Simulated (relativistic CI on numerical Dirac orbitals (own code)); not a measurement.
Hyperfine structure of Sm⁶⁺, mass number 147

Computed by Dirac-Coulomb-Breit CI, separate exchange-only KLI orbitals for each configuration, a model potential for QED, unscaled Slater integrals (own radial code, finite nucleus).

Configurations in the expansion (outside the closed core [Kr]): 4d10 4f4 5s2 5p4, 4d10 4f3 5s 5p6, 4d10 4f2 5s2 5p5 5d, 4d10 4f2 5s2 5p5 6s, 4d9 4f3 5s2 5p6. The list is cut by size and lacks configurations that can hold low levels.

Nuclear spin I = 7/2, μ = -0.809 μN, Q = -0.26 b (tables of Stone and Pyykkö). The electronic factors are computed for point nuclear moments, without core polarisation or the Bohr-Weisskopf and QED corrections.

```
                 Level  E (cm⁻¹)  A (MHz)  B (MHz)
 4d10 4f4 5s2 5p4 7H_2       0.0    97.03     -399
 4d10 4f4 5s2 5p4 7H_3    1332.0   -40.98      180
 4d10 4f4 5s2 5p4 7H_4    2958.3   -109.9      347
 4d10 4f4 5s2 5p4 7H_5    4785.6   -159.7      286
 4d10 4f4 5s2 5p4 7K_9   11156.6   -277.6    -1170
4d10 4f4 5s2 5p4 7K_10   12073.5   -266.5    -1310
```

Levels with J = 0, under 50 % of one LS term, or S terms without an open s electron are left out. Small factors come from cancelling terms and can be off by tens of per cent or more.

At this charge configurations can still be misplaced by up to about 7 % of their energy. Terms inside the open d or f shell come out 10 to 20 % too wide with unscaled integrals. Levels and lines within the n = 5 or 6 shells can be off by up to 10 % or somewhat more, and those that change n by about 2 %, since core polarisation is missing.

Question: Give the hyperfine levels of 4d10 4f4 5s2 5p4 7H_2 relative to its centre of gravity.

Answer: With K = F(F + 1) − I(I + 1) − J(J + 1), E = AK/2 + B[¾K(K + 1) − I(I + 1)J(J + 1)]/[2I(2I − 1)J(2J − 1)]: F = 3/2: -1087, F = 5/2: -666.4, F = 7/2: -177, F = 9/2: 281, F = 11/2: 579.4 MHz.

LS names give the leading component of a level, which can be under half, so a name can repeat, a term be missing and a line seem to break the LS rules.
